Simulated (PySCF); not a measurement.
Structure elucidation problem

The spectra below were simulated for a compound C5H9N3O.

¹H NMR (500 MHz, computed): δ 4.26 (s, 3H), 3.97 (s, 3H), 2.34 (s, 3H).

¹³C{¹H} NMR (computed): δ 165.4 (C), 119.5 (C), 57.7 (CH3), 35.6 (CH3), 8.7 (CH3).

All values are calculated (PySCF 2.14.0 with density-fitted response routines): GFN2-xTB structure, NMR shieldings at PBE0/pcSseg-1/GIAO. Relativity neglected, no solvent, a single conformation, equivalent nuclei averaged.

Shifts are taken against calculated references (same method and geometry level): ¹H and ¹³C vs TMS.

Q: What is the structure?

A: 
Rings plus π bonds: 3 (1 ring in the answer). 5 carbon signals for 5 carbons: no two carbons are equivalent. Carbon types of the structure: 2 × C, 3 × CH3, which accounts for all hydrogens. δC 165.4: aromatic carbon bearing oxygen; σ withdrawal by the attached heteroatom moves it downfield of the ring CH carbons. δC 119.5: substituted aromatic carbon next to a ring nitrogen. δC 57.7: methyl carbon bonded to O; the inductive effect lowers its shielding. δC 35.6: methyl carbon bonded to N; deshielded by the electronegative neighbour. δC 8.7: methyl carbon on an aromatic ring; a saturated carbon with 1 carbon neighbour and no heteroatom attached. δH 3.97: hydrogen on a methyl carbon bonded to N; its carbon carries N, which withdraws density. δH 2.34: hydrogen on a methyl carbon on an aromatic ring; benzylic-type position, deshielded by the ring.

These data were computed for `InChI=1S/C5H9N3O/c1-4-5(9-3)6-7-8(4)2/h1-3H3`.

The data come from this structure; uniqueness wasn't tested.

Shifts are as computed. Against solution values, carbons near 30 ppm lie about +3 ppm off and those near 130 ppm about +5 ppm. Of 1211 compounds with measured shifts, 218 miss one by over three times the rms of a fit or turn the order of signals round; such compounds aren't used in these exercises. Multiplicities follow the n + 1 count of equivalent neighbours, as no J values were calculated; m marks all less simple cases, F and P coupling included.
